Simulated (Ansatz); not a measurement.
Cartesian coordinates in Å:
```
C 0.780 0.546 -1.166
N 0.029 -0.051 -0.063
Si -1.689 -0.070 -0.211
Si 0.926 -0.474 1.350
H 1.785 0.116 -1.230
H 0.287 0.348 -2.123
H 0.886 1.632 -1.060
H -2.255 -0.814 0.941
H -2.070 -0.726 -1.493
H -2.272 1.303 -0.237
H 2.058 -1.364 0.971
H 0.017 -1.164 2.297
H 1.518 0.718 2.024
```

The species carries charge 0 and has multiplicity 1.

Question: List the PBE/def2-TZVPP orbital energies in eV (Ansatz). (Estimate.)

Answer: Ansatz gave: Occupied: -1779.69, -1779.69, -380.31, -269.89, -137.41, -137.41, -94.16, -94.16, -94.13, -94.13, -94.12, -94.12, -21.88, -16.61, -13.87, -12.64, -10.85, -10.80, -10.47, -8.52, -8.47, -8.38, -8.21, -7.99, -5.80. Lowest empty: -0.76, 0.16, 0.54, 0.58, 0.75, 1.08, 1.50, 1.56.
